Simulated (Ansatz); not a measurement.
Mulliken charges of `F[Si]([S])(Cl)Cl` radical from PBE/def2-TZVPP in Ansatz (PBE0-D4/def2-TZVP geometry).

```csv
atom,x (Å),y (Å),z (Å),charge (e)
F1,0.913,-0.947,1.033,-0.231
Si2,0.055,-0.062,0.045,0.641
S3,-1.689,0.699,0.917,-0.121
Cl4,-0.458,-1.249,-1.512,-0.145
Cl5,1.228,1.485,-0.524,-0.145
```

Question: By hand: the dipole of these point charges (1 e Å = 4.8032 D).

Answer: Σ q r = (-0.083, 0.060, -0.026) e Å, of length 0.106 e Å = 0.51 D.

Question: How does the dipole of the full density compare? (An estimate is asked.)

Answer: The calculation gave: (-0.068, 0.069, -0.073) e Å, 0.58 D; the point charges give 0.88 times that, at 24° from its direction.

Point charges leave out the atoms' own dipoles, such as those of lone pairs, and Mulliken's split depends on the basis, so the two needn't agree.
